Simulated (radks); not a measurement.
Values are calculated unless marked as measured or tabulated.
Problem. Species: the tungsten ion W9+. Configuration: [Kr] 4d10 4f14 5s2 5p3. Level of theory: scalar-relativistic Kohn-Sham, LDA (Slater exchange, Perdew-Wang correlation), spin-unpolarised, spherical densities, point nucleus (a radial shooting solver on a logarithmic mesh with Libxc functionals). Some entries of the table are withheld. Estimate them.

| orbital | occ. | eigenvalue (eV) | <r^2> (bohr^2) |
|---|---|---|---|
| 1s | 2 | -69585.76 | (1) |
| 2s | 2 | -12130.59 | 0.007125 |
| 2p | 6 | -10630.73 | 0.005894 |
| 3s | 2 | (2) | 0.04628 |
| 3p | 6 | (3) | 0.04702 |
| 3d | 10 | -1946.393 | 0.03898 |
| 4s | 2 | (4) | 0.2283 |
| 4p | 6 | -564.1352 | 0.2599 |
| 4d | 10 | -379.3020 | 0.3017 |
| 5s | 2 | -213.0581 | 1.143 |
| 4f | 14 | -173.3810 | (5) |
| 5p | 3 | -172.8927 | (6) |

Solution. 
(1) 1s <r^2> (bohr^2): 0.0004634
(2) 3s eigenvalue (eV): -2901.905
(3) 3p eigenvalue (eV): -2457.796
(4) 4s eigenvalue (eV): -709.9013
(5) 4f <r^2> (bohr^2): 0.4194
(6) 5p <r^2> (bohr^2): 1.426
